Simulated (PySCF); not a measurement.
Bonds (- single, = double, # triple, : aromatic): F1-C2 1.385 Å, C2-Si3 1.909 Å, Si3-P4 2.317 Å. C2 carries H5, H6; Si3 carries H7, H8; P4 carries H9, H10, H11. Formal charges: P4 +1.

Total charge +1.

Geometry: PBE0-D3(BJ)/def2-SVP; GIAO shifts from PySCF 2.14, gas phase, non-relativistic, averaged over equivalent atoms.

At PBE0/pcSseg-1 (117 basis functions, 8.8 s wall time on 1 thread of an Arm Neoverse V1, shared host):
| atoms | δ (ppm) |
| --- | --- |
| F1 | -267.3 |
| C2 | 70.1 |
| Si3 | -21.9 |
| P4 | -170.3 |
| H7/H8 | 5.48 |
| H5/H6 | 5.33 |
| H9/H10/H11 | 5.24 |

Referencing at the same level of theory: 19F (σref 177.25) against CFCl3; TMS for 13C (σref 184.41), 29Si (σref 351.99), 1H (σref 31.27); H3PO4 for 31P (σref 310.13).

Problem. Estimate the result of repeating the calculation with B3LYP/pcSseg-2.

Solution. 
```json
{"atoms": "F1", "δ at B3LYP/pcSseg-2": "-264.1", "change": "+3.2"}
{"atoms": "C2", "δ at B3LYP/pcSseg-2": "74.0", "change": "+3.9"}
{"atoms": "Si3", "δ at B3LYP/pcSseg-2": "-29.3", "change": "-7.4"}
{"atoms": "P4", "δ at B3LYP/pcSseg-2": "-152.1", "change": "+18.2"}
{"atoms": "H7/H8", "δ at B3LYP/pcSseg-2": "5.43", "change": "-0.05"}
{"atoms": "H5/H6", "δ at B3LYP/pcSseg-2": "5.25", "change": "-0.08"}
{"atoms": "H9/H10/H11", "δ at B3LYP/pcSseg-2": "5.24", "change": "+0.00"}
```

Chemical shifts δ = σref − σ; CFCl3 for 19F (169.74 ppm); 13C (179.19 ppm), 29Si (324.61 ppm), 1H (31.39 ppm) against TMS; 31P (283.32 ppm) against H3PO4, all at this level.

The largest change is at P4 (phosphorus bonded to Si, 3 H). Cost: 256 basis functions, 26 s wall time on 1 thread of an Arm Neoverse V1, shared host.

Unscaled 19F shifts against computed CFCl3 carry errors that often reach 10 to 50 ppm. Experimental scales use liquid or dissolved standards, which lie at an offset from isolated H3PO4.
